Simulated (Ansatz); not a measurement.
Total energies of the I atom.

Charge 0, multiplicity 2. Correlated methods include outer-core shells of I, which these sets cover unevenly. I: def2 effective core potential. A free atom. Basis def2-TZVPP, the Gaussian-basis code of Ansatz.

RPA on PBE orbitals: Hartree–Fock energy of these orbitals -296.64977 Eh, correlation -0.59333 Eh (frozen core).

| functional | energy without D4 (Eh) |
| --- | --- |
| PBE | -297.66548 |
| revPBE | -297.72263 |
| BLYP | -297.62861 |
| r2SCAN | -297.79508 |
| B97M-V | -297.66484 |
| B3LYP | -297.77838 |
| r2SCANh | -297.78581 |
| r2SCAN0 | -297.77206 |
| BHLYP | -297.63822 |
| CAM-B3LYP | -297.68728 |
| LC-ωPBE | -297.71967 |
| ωB97M-V | -297.66490 |
| B2PLYP | -297.51475 |
| PBE-QIDH | -297.53980 |

**Question.** Give the same for LDA (SPW92), PBE0, HSE06 (plane-wave form), ωB97X-V. (An estimate is asked.)

**Answer.** The calculation gave: 
| functional | energy without D4 (Eh) |
| --- | --- |
| LDA (SPW92) | -297.24995 |
| PBE0 | -297.69312 |
| HSE06 (plane-wave form) | -297.69147 |
| ωB97X-V | -297.66766 |

B3LYP takes the VWN-RPA correlation (the form of Gaussian; ORCA's B3LYP/G). HSE06 is the plane-wave form, built on full-range PBE exchange. The double hybrids freeze the cores in their second-order part.

LC-ωPBE has ω = 0.4 bohr⁻¹.
